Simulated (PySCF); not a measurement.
C3H5NOSi. Atoms are numbered in the order given.

```xyz
11

O      2.1344     0.0636     0.3950
Si     0.7048     0.1974    -0.4304
C     -0.6481     1.2559     0.3458
C     -1.7004     0.4255     0.4631
C     -1.4212    -0.9790     0.0090
N     -0.2680    -1.2953    -0.4373
H      2.0932    -0.3158     1.2778
H      1.0727     0.6124    -1.8060
H     -0.6931     2.3101     0.6269
H     -2.6888     0.7011     0.8480
H     -2.2321    -1.7274     0.0726
```

Geometry: PBE0-D3(BJ)/def2-SVP. The structure was generated by enumeration; whether it is a known compound was not checked. Other conformers were not sampled.

These are M06-2X/def2-TZVP (PySCF) values and carry that method's errors.

Atomic charges (e):

| atom | meta-Löwdin | Mulliken |
|---|---|---|
| O1 | … | -0.56 |
| Si2 | 1.12 | 0.61 |
| C3 | … | -0.35 |
| C4 | -0.14 | -0.10 |
| C5 | … | -0.02 |
| N6 | … | -0.32 |
| H7 | 0.35 | 0.34 |
| H8 | -0.11 | -0.02 |
| H9 | 0.13 | 0.15 |
| H10 | … | 0.14 |
| H11 | 0.11 | 0.14 |

**Question.** Some entries are withheld; supply them. (Estimate from the structure and the level; the computed values follow.)

**Answer.** 
- O1, meta-Löwdin: -0.75
- C3, meta-Löwdin: -0.38
- C5, meta-Löwdin: 0.06
- N6, meta-Löwdin: -0.52
- H10, meta-Löwdin: 0.12

Computed Mayer and Wiberg (Löwdin basis) orders of the bonds:
```csv
bond,Mayer,Wiberg
O1–Si2,1.18,1.67
Si2–C3,0.91,1.01
C3–C4,1.84,2.04
C4–C5,0.97,1.20
Si2–N6,1.01,1.18
C5–N6,1.92,2.30
O1–H7,0.87,1.02
Si2–H8,0.97,0.90
C3–H9,0.95,0.87
C4–H10,0.93,0.85
C5–H11,0.95,0.86
```
